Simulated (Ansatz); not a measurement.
A nudged elastic band was laid between two geometries of C2H7BOSi (12 atoms, charge 0, multiplicity 1).

The calculation used RKS B3LYP-D4/def2-SVP (Ansatz 0.2.0).

```yaml
movable_images: 9
climbing_image: yes
spring: 5.0 eV/Å²
optimiser: quadratic models (default)
start_path: IDPP
force_threshold: 0.05 eV/Å
iteration_limit: 38
end_points: relaxed
```

Image 0:

```xyz
12
Properties=species:S:1:pos:R:3
O -1.321 0.299 1.532
C -0.105 0.264 0.813
C 0.195 -1.148 0.261
B 0.906 -0.827 -1.102
Si 0.103 1.036 -0.970
H -1.507 1.215 1.773
H 0.751 0.579 1.448
H -0.773 -1.548 -0.134
H 0.562 -1.908 0.973
H 1.603 -1.527 -1.787
H -1.213 1.199 -1.663
H 0.876 2.310 -1.111
```

Image 10:

```xyz
12
Properties=species:S:1:pos:R:3
O -1.093 0.534 1.748
C -0.011 0.301 0.879
C 0.131 -1.121 0.254
B 0.873 -0.786 -1.094
Si 0.209 1.124 -0.873
H -1.904 0.551 1.224
H 0.900 0.504 1.469
H -0.867 -1.434 -0.142
H 0.455 -1.937 0.923
H 1.525 -1.497 -1.811
H -1.135 1.320 -1.509
H 0.994 2.385 -1.033
```

Question: What changes between the two ends?

Answer: No bond is made or broken. The dihedral H6–O1–C2–Si5 goes from -68 to 42°.

Question: Give the energies along the band, and the barrier.

Answer: It converged. The highest image is number 5 of 0 to 10, 0.035 eV above the first end and 0.041 eV above the last; the last end lies 0.006 eV below the first. A vibrational analysis at the climbing image gives one clearly imaginary mode, 276i cm⁻¹: a first-order saddle point.

```
image  path coordinate (Å)  energy (eV)  dihedral H6–O1–C2–Si5 (°)
    0                 0.00        0.000                        -68
    1                 0.13        0.003                        -60
    2                 0.26        0.011                        -49
    3                 0.39        0.022                        -38
    4                 0.53        0.032                        -25
    5                 0.66        0.035                        -12
    6                 0.78        0.030                          0
    7                 0.91        0.018                         13
    8                 1.04        0.006                         24
    9                 1.17       -0.003                         34
   10                 1.30       -0.006                         42
```

Question: What is the geometry of the highest image?

Answer: 
```xyz
12
Properties=species:S:1:pos:R:3
O -1.179 0.362 1.693
C -0.040 0.246 0.866
C 0.171 -1.162 0.241
B 0.879 -0.806 -1.114
Si 0.152 1.078 -0.880
H -1.751 1.058 1.353
H 0.867 0.490 1.457
H -0.822 -1.507 -0.141
H 0.528 -1.965 0.909
H 1.540 -1.489 -1.850
H -1.194 1.287 -1.507
H 0.925 2.353 -0.993
```

Question: What are the harmonic wavenumbers there?

Answer: 276i, 153, 258, 359, 401, 416, 497, 563, 646, 693, 739, 812, 833, 927, 941, 989, 1068, 1116, 1140, 1226, 1297, 1359, 1372, 2177, 2200, 2653, 2918, 2974, 3065, 3851 cm⁻¹.

Time of the run: 2.1 min on 2 threads of Arm Neoverse V2 (shared host), peak memory 0.25 GiB.
